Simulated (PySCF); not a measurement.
**Two-component Hartree-Fock for Si(3+) (silicon, charge +3)**

Start: [Ne] 3p1; 3p3/2 filled at m_j = +3/2. Calculated with PySCF 2.14 in x2c-SVPall-2c with one added diffuse shell each of s, p type (5s5p1d, 25 functions): generalised Hartree-Fock with the X2C-1e Hamiltonian and a Gaussian nucleus; one run each with spin-orbit coupling (SO) switched off, then screened by Boettger's factors. This is a chosen level, not necessarily the ground level.

| spinor shell | electrons | ε, spin-free (eV) | ε, screened SO (eV) | weight of nominal j (screened SO) | rms radius, screened SO (bohr) |
| --- | --- | --- | --- | --- | --- |
| 1s1/2 | 2 | -1914.7 | -1914.7 | 1.000 | 0.129 |
| 2s1/2 | 2 | -205.22 | -205.23 | 1.000 | 0.613 |
| 2p3/2 | 4 | -153.41 | -153.25 | 0.975 | 0.595 |
| 2p1/2 | 2 | -153.41 | -153.76 | 0.950 | 0.594 |
| 3p3/2 | 1 | -35.847 | -35.827 | 1.000 | 2.25 |

```
   quantity   spin-free  screened SO
E (hartree)  -286.99540   -286.99478
        M_J         3/2          3/2
       ⟨J²⟩       3.750        3.750
       ⟨L²⟩       2.000        2.000
       ⟨S²⟩       0.750        0.750
```

Each row is a mean over spinors that exchange with the open shell spreads, by up to 1.208 eV (2p3/2).

Without spin-orbit coupling the j labels of p, d and f shells carry no meaning; the spin-free column gives the mean over the occupied spinors of each nl shell.
